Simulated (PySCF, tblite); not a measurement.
C₇H₁₆N₂.
Cartesian coordinates in Å at the GFN2-xTB level; atoms count from 1:
```
atom  x, y, z in Å
C1     2.8864    0.2838    0.9125
C2     2.2936   -0.8121    0.0369
C3     1.0663   -0.3201   -0.7256
N4    -0.0061   -0.0058    0.2030
N5    -0.4769   -1.1925    0.8436
C6    -1.7192   -1.5577    0.1756
C7    -2.3764   -0.2125   -0.1546
C8    -1.1532    0.6878   -0.4145
C9    -1.2969    2.0820    0.1870
H10    3.7153   -0.1024    1.5011
H11    2.1249    0.6670    1.5855
H12    3.2515    1.1065    0.3011
H13    3.0391   -1.1599   -0.6807
H14    1.9918   -1.6566    0.6570
H15    1.3131    0.5996   -1.2620
H16    0.7603   -1.0821   -1.4615
H17   -0.6745   -0.9450    1.8134
H18   -2.3274   -2.2029    0.8076
H19   -1.4673   -2.0976   -0.7429
H20   -2.9391    0.1529    0.7065
H21   -3.0425   -0.2635   -1.0129
H22   -0.9893    0.7820   -1.4961
H23   -0.4023    2.6655   -0.0147
H24   -1.4256    2.0160    1.2646
H25   -2.1568    2.5917   -0.2421
```

Computed with PBE0/pcSseg-1 in PySCF (dipole) on a GFN2-xTB geometry, gas phase.

Masses are those of the commonest isotopes; rigid-rotor values at the optimised geometry. The values belong to one conformer with, in the numbering `[CH3:1][CH2:2][CH2:3][N:4]1[NH:5][CH2:6][CH2:7][C@H:8]1[CH3:9]`, C1–C2–C3–N4 -65°, C2–C3–N4–N5 -67°, C3–N4–N5–C6 -102°, N4–N5–C6–C7 -36°, N5–C6–C7–C8 33°, C6–C7–C8–C9 -139°.

Task: What are A, B and C (MHz)?

Result: Ia = 196.13, Ib = 445.61, Ic = 552.14 u·Å²; 505379 MHz·u·Å²/I gives A = 2577, B = 1134, C = 915.3 MHz.

Task: What kind of rotor is it?

Result: An asymmetric top; Ray's κ = -0.737.

Task: Is it planar, by Δ = Ic − Ia − Ib?

Result: Not planar: Δ = Ic − Ia − Ib = -89.60 u·Å². For a rigid frame Δ = −2 Σ m c², so Σ m c² = 44.80 u·Å² lies off the ab plane: 19.05 from hydrogen and 25.75 from heavier atoms. The atom farthest from that plane is 1.70 Å away.

Task: List the rotational levels J(Ka,Kc) to J = 4 (MHz).

Result: Above 0(0,0):
J = 1: 1(0,1) 2049, 1(1,1) 3492, 1(1,0) 3711
J = 2: 2(0,2) 6125, 2(1,2) 7372, 2(1,1) 8029, 2(2,1) 12356, 2(2,0) 12379
J = 3: 3(0,3) 12183, 3(1,3) 13178, 3(1,2) 14490, 3(2,2) 18505, 3(2,1) 18618, 3(3,1) 26278, 3(3,0) 26280
J = 4: 4(0,4) 20164, 4(1,4) 20897, 4(1,3) 23074, 4(2,3) 26684, 4(2,2) 27015, 4(3,2) 34518, 4(3,1) 34529, 4(4,1) 45345, 4(4,0) 45345
Those of J = 1 are B + C, A + C and A + B.

Task: Which lines would a microwave search look for?

Result: The dipole components are |μa| = 1.68 D, |μb| = 0.04 D, |μc| = 0.32 D. Intensities carry the squares of the components, which stand as 1.00 : 0.00 : 0.04 (a : b : c). Some lines, for components of 0.1 D or more:

```csv
type,branch,"J(Ka,Kc)",MHz,lower level (cm⁻¹)
a,Q,"4(2,2) ← 4(2,3)",330,0.890
c,Q,"4(1,4) ← 4(0,4)",733,0.673
c,Q,"3(1,3) ← 3(0,3)",995,0.406
c,Q,"2(1,2) ← 2(0,2)",1247,0.204
a,Q,"3(1,2) ← 3(1,3)",1311,0.440
c,Q,"1(1,1) ← 1(0,1)",1443,0.068
a,Q,"4(1,3) ← 4(1,4)",2178,0.697
c,R,"1(1,0) ← 0(0,0)",3711,0.000
a,R,"2(1,2) ← 1(1,1)",3880,0.116
c,Q,"3(2,2) ← 3(1,2)",4015,0.483
a,R,"2(0,2) ← 1(0,1)",4076,0.068
a,R,"2(1,1) ← 1(1,0)",4318,0.124
a,R,"3(2,2) ← 2(2,1)",6148,0.412
a,R,"3(1,2) ← 2(1,1)",6461,0.268
c,Q,"4(3,2) ← 4(2,2)",7503,0.901
a,R,"4(0,4) ← 3(0,3)",7981,0.406
a,R,"4(2,3) ← 3(2,2)",8180,0.617
a,R,"4(3,1) ← 3(3,0)",8249,0.877
a,R,"4(2,2) ← 3(2,1)",8396,0.621
a,R,"4(1,3) ← 3(1,2)",8584,0.483
c,R,"3(2,1) ← 2(1,1)",10590,0.268
c,R,"3(2,2) ← 2(1,2)",11133,0.246
c,R,"4(2,3) ← 3(1,3)",13506,0.440
c,R,"3(3,0) ← 2(2,0)",13901,0.413
c,R,"3(3,1) ← 2(2,1)",13922,0.412
c,R,"4(3,1) ← 3(2,1)",15910,0.621
c,R,"4(4,1) ← 3(3,1)",19066,0.877
```

Task: Estimate the classical rotational partition function at 25 K, 200 K and 298.15 K.

Result: Point group C1, symmetry number σ = 1; q = (√π/σ)·√((kT/h)³/(ABC)), k/h = 20836.6 MHz/K: 12900 at 25 K, 292000 at 200 K, 531000 at 298.15 K.

Its GFN2-xTB frequencies are all real (lowest 37 cm⁻¹). These are rigid-rotor constants of the computed structure; measured ground-state constants (B0) also hold zero-point vibration. A rigid rotor knows nothing of inversion at nitrogen or internal rotation, which can split or shift real lines. Quadrupole hyperfine structure (14N) is left out.
